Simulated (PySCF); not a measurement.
Species: SnHMe2I, C2H7ISn.
Bonds: Sn1–C3, Sn1–C7, Sn1–I11. Hydrogens: H2 on Sn1; H4, H5, H6 on C3; H8, H9, H10 on C7.

Method: PBE0-D3(BJ)/def2-SVP geometry optimisation, gas phase, def2 core potentials past Kr (PySCF 2.14.0); density fitting, grid level 1; the optimiser is geomeTRIC in internal coordinates, started from a GFN2-xTB structure with every atom displaced at random (about 0.03 Å).

Step 0: E = -16117.6093 eV
```
atom  x, y, z in Å  |  force x, y, z in eV/Å
Sn1    -0.1928   -0.5062    0.5452   -1.485   1.704  -0.183
H2     -0.3595   -0.5956    2.2316    0.161  -0.019   0.261
C3      1.7346   -0.5864   -0.2291    2.845   1.514   0.822
H4      2.4936    0.2411    0.1762   -1.844  -1.341  -0.751
H5      1.7753   -0.5476   -1.3184   -0.185   0.031  -0.282
H6      2.2221   -1.5081    0.0938   -0.028  -0.452  -0.022
C7     -1.3476    1.2831   -0.2066    1.266  -1.251   2.486
H8     -2.3536    1.2652    0.1309   -1.344  -0.363   0.655
H9     -1.3809    1.2869   -1.2341    0.189  -0.045  -2.994
H10    -0.9261    2.2011    0.1640    0.614   0.654   0.234
I11    -1.5669   -2.6189   -0.3227   -0.188  -0.432  -0.227
```

Q: Estimate the geometry and energy of step 1. (The exact step hangs on the optimiser's Hessian estimate; all steps are aligned on step 0, rigid shifts and turns removed.)

A: E = -16118.0266 eV, largest force 0.632 eV/Å
```
atom  x, y, z in Å  |  force x, y, z in eV/Å
Sn1    -0.2510   -0.4353    0.5434    0.193  -0.580   0.159
H2     -0.3791   -0.5231    2.2575    0.122  -0.051  -0.061
C3      1.7485   -0.5509   -0.2304    0.357  -0.303   0.114
H4      2.3902    0.2522    0.1533   -0.129   0.251   0.109
H5      1.7678   -0.5013   -1.3280   -0.176  -0.037  -0.001
H6      2.2283   -1.4915    0.0864   -0.174  -0.022  -0.087
C7     -1.3009    1.2323   -0.1805   -0.399   0.404  -0.143
H8     -2.3385    1.1866    0.1856    0.064   0.040  -0.086
H9     -1.2998    1.2131   -1.2797   -0.020   0.111   0.042
H10    -0.8320    2.1562    0.1915   -0.011   0.007  -0.100
I11    -1.6354   -2.6237   -0.3681    0.173   0.182   0.054
```

The energy changes by -0.4172 eV. The first-order estimate −F·Δx gives -0.9398 eV and the mean of the old and new forces, exact on a quadratic surface, -0.4026 eV. The step makes an angle of 59° with the force vector and moves no atom by more than 0.119 Å.

What follows is the cost of the whole optimisation. The run took 50 s on one thread of an Intel Xeon Platinum 8488C, shared host with 32 logical CPUs at a one-minute load of 5.2, and the process peaked at 0.49 GiB of memory.
